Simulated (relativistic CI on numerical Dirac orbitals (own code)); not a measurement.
K²⁺: what numerical and physical settings do to a radial Dirac CI calculation

Reference input:

```
atom K  Z=19  charge=2  electrons=17
nucleus A=39  rms_radius_fm=3.4349
hamiltonian dirac-coulomb  breit=on  qed=on  c_scale=1
orbitals kli  potential=per-configuration
slater_scale 1
correlation none
mixing on
grid step=0.0125 r_max=34.3
scf mixing=0.4 start=green max_iterations=150 tolerance=2e-08 node_fill=0.05
configurations
  [Ne] 3s2 3p5
  [Ne] 3s 3p6
  [Ne] 3s2 3p4 3d
  [Ne] 3s2 3p3 3d2
  [Ne] 3s 3p5 3d
end
```

Computed lowest total energy -600.07677 Ha, first excitation 2140.6 cm⁻¹, 50 SCF steps. Runs with settings changed; * marks those that are bad on purpose:

| Changed | Outcome | Lowest level | ΔE (Ha) | First excitation (cm⁻¹) | SCF steps | Message |
| --- | --- | --- | --- | --- | --- | --- |
| Slater scale 0.6 | converged | 3s2 3p5 2P°_3/2 | 0.0549 | 2157.4 | 50 |  |
| Breit term off | converged | 3s2 3p5 2P°_3/2 | -0.16 | 2223.6 | 50 |  |
| iteration limit 30 | converged | 3s2 3p5 2P°_3/2 | 0 | 2140.6 | 50 |  |
| grid step 0.008 | converged | 3s2 3p5 2P°_3/2 | -2.39e-05 | 2140.6 | 50 |  |
| grid step 0.002 * | refused |  |  |  | 0 | the grid has 8676 points, outside 40 to 4096 |
| configuration list: repeat * | refused |  |  |  | 0 | a configuration is listed twice |

With so few configurations and no correlation, terms lie too far apart (by 10 to 50 % near neutrality), their order can be wrong, and levels of other configurations are missing.
